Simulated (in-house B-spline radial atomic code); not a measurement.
How numerical settings move a run on Zr⁺, [Kr] 4d2 5s1. Computed with a B-spline radial code for spherical atoms: Dirac-Hartree-Fock, average of configuration, Fermi nucleus of rms radius 4.2694 fm.

Command:
```bash
python run_scf.py task.json out
```
Settings of the sound reference run:
```
Z                40
electrons        39
configuration    [Kr] 4d2 5s1
hamiltonian      dirac
method           hf
spin_polarised   False
nucleus          fermi
rms_radius       4.2694
mass_number      90
atomic_mass      89.9047
speed_of_light   137.036
knot_spacing     0.22
spline_order     8
gauss_points     12
box_radius       35.29
max_iterations   70
damping          0.5
damped_steps     3
diis_vectors     10
tolerance        1e-08
start            Thomas-Fermi
```

Time taken, with all properties: 1.9 s on 1 thread of Intel(R) Xeon(R) Platinum 8488C (shared host).

It converges in 10 iterations to -3596.878145 hartree, with 5s1/2 at -12.0327 eV. The other runs change the listed settings, some to values that make no sense; their results aren't properties of the atom or ion. Radii are in bohr (the nuclear one in fm), a minus after a letter asks for a j subshell, and «unchanged» means within 1e-8 hartree. The run stops when the residual is below 10 × tolerance × max(1, Z/10), or a noise floor if that is larger, and the energy moves by less than 1e-8 × √|E| hartree; so very loose and very tight tolerances often act alike.

```tsv
changed settings	outcome
electrons = 40, configuration = [Kr] 4d2 5s1 6p-1, max_iterations = 60	converged in 10 iterations to -3596.9313 hartree, a different physical problem (warning: 6p1/2 reaches the box edge)
damping = 0.2	converged in 9 iterations, energy unchanged, 5s1/2 level +4.1e-06 eV
gauss_points = 5	converged in 10 iterations, energy -1.21e-08 hartree from the reference
gauss_points = 3	converged in 9 iterations, energy +1.02e-04 hartree from the reference, 5s1/2 level -2.1e-05 eV
box_radius = 1.41	converged in 9 iterations, energy +5.43e+01 hartree from the reference, 5s1/2 level +4.9e+02 eV (the program warns: 5s1/2 has a positive eigenvalue: unbound, held by the box; 4s1/2 has a positive eigenvalue: unbound, held by the box)
gauss_points = 6, max_iterations = 75, damping = 0	converged in 10 iterations, energy unchanged, 5s1/2 level -7.8e-07 eV
box_radius = 3.53, first_knot = 0.075, max_iterations = 60, start = bare nucleus	converged in 11 iterations, energy +1.09e+01 hartree from the reference, 5s1/2 level +1.6e+01 eV (the program warns: 5s1/2 has a positive eigenvalue: unbound, held by the box; 4s1/2 reaches the box edge)
knot_spacing = 0.1, box_radius = 141.16, max_iterations = 50, diis_vectors = 2	converged in 12 iterations, energy -2.19e-08 hartree from the reference, 5s1/2 level -4.4e-06 eV
gauss_points = 16	converged in 10 iterations, energy unchanged
box_radius = 2.12	converged in 9 iterations, energy +9.66e+00 hartree from the reference, 5s1/2 level +1.3e+02 eV (the program warns: 5s1/2 has a positive eigenvalue: unbound, held by the box; 4d3/2 has a positive eigenvalue: unbound, held by the box)
gauss_points = 4, first_knot = 2.5e-05, max_iterations = 50, damping = 0.2, start = bare nucleus	converged in 11 iterations, energy +3.24e-07 hartree from the reference, 5s1/2 level +8.5e-07 eV
box_radius = 10.59	converged in 10 iterations, energy +9.48e-05 hartree from the reference, 5s1/2 level +2.3e-03 eV (the program warns: 5s1/2 reaches the box edge; 4d3/2 reaches the box edge)
damping = 0.95	converged in 10 iterations, energy unchanged, 5s1/2 level -2.9e-06 eV
electrons = 41, configuration = [Kr] 4d2 5s3, max_iterations = 50	stopped with error: shell 5s holds at most 2 electrons
```

Problem. What happens with box_radius = 5.29?

Solution. Converged in 10 iterations, energy +8.58e-02 hartree from the reference, 5s1/2 level +2.1e+00 eV (the program warns: 5s1/2 reaches the box edge; 4s1/2 reaches the box edge).

Problem. What happens with spin_polarised = True?

Solution. Stopped with error: spin polarisation is not served with the Dirac Hamiltonian.

Problem. What happens with box_radius = 3.53?

Solution. Converged in 9 iterations, energy +8.17e-01 hartree from the reference, 5s1/2 level +1.7e+01 eV (the program warns: 5s1/2 has a positive eigenvalue: unbound, held by the box; 4s1/2 reaches the box edge).

Problem. What happens with box_radius = 3.53, max_iterations = 2?

Solution. Not converged after 2 iterations, last residual 1.0e-01, last energy +9.86e-01 hartree from the reference.
